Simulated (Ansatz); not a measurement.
Relaxation of CH$_{7}$AsO$_{2}$Si (12 atoms, charge 0, multiplicity 1), to a largest force component of 0.015 eV/Å in at most 40 steps.

Theory: Ansatz 0.2.0, RKS PBE0/def2-mTZVP.

```xyz
12
Properties=species:S:1:pos:R:3:forces:R:3
Si -1.684 0.944 0.724 -0.53 0.62 -0.33
O -0.565 -0.268 0.477 -0.24 0.52 -0.11
C 0.657 0.326 0.190 3.63 -0.42 2.58
O 1.723 -0.670 0.002 -2.65 0.85 -0.94
As 1.317 -1.476 -1.653 0.33 1.17 0.52
H -1.328 1.866 1.833 0.25 -0.10 0.06
H -1.828 1.796 -0.509 0.18 -0.21 0.16
H -2.997 0.400 1.013 -0.42 -0.52 0.13
H 0.653 1.017 -0.643 -0.31 0.08 -0.57
H 1.028 0.931 1.100 -0.51 -0.80 -1.05
H -0.019 -0.644 -1.803 0.73 -0.67 -0.35
H 2.173 -0.369 -2.370 -0.46 -0.52 -0.08
```

Problem. Where does it end, and by what steps?

Solution. The run converged. After 17 steps the energy has fallen by 0.711 eV; H12 moved furthest, 0.98 Å.

```
step  energy less start (eV)  largest force component (eV/Å)  accepted
   0                  0.0000                           3.628       yes
   1                 -0.4719                           1.783       yes
   2                 -0.6143                           0.686       yes
   3                 -0.6584                           0.803       yes
   4                 -0.6860                           0.251       yes
   5                 -0.6981                           0.066       yes
   6                 -0.6999                           0.319       yes
   7                 -0.7054                           0.097       yes
   8                 -0.7060                           0.094       yes
   9                 -0.7083                           0.048       yes
  10                 -0.7057                           0.181        no
  11                 -0.7085                           0.075       yes
  12                 -0.7104                           0.037       yes
  13                 -0.7107                           0.040       yes
  14                 -0.7110                           0.036       yes
  15                 -0.7111                           0.033       yes
  16                 -0.7112                           0.017       yes
  17                 -0.7112                           0.009       yes
```

```xyz
12
Properties=species:S:1:pos:R:3
Si -1.694 1.046 0.590
O -0.419 -0.008 0.552
C 0.919 0.378 0.374
O 1.681 -0.686 -0.082
As 1.404 -1.349 -1.740
H -1.676 1.882 1.823
H -1.643 1.958 -0.589
H -2.920 0.217 0.558
H 0.974 1.226 -0.329
H 1.350 0.672 1.337
H -0.119 -1.488 -1.676
H 1.272 0.008 -2.455
```

Run time: 120 s on 2 threads of Arm Neoverse V2, on a shared host, peak memory 0.44 GiB.
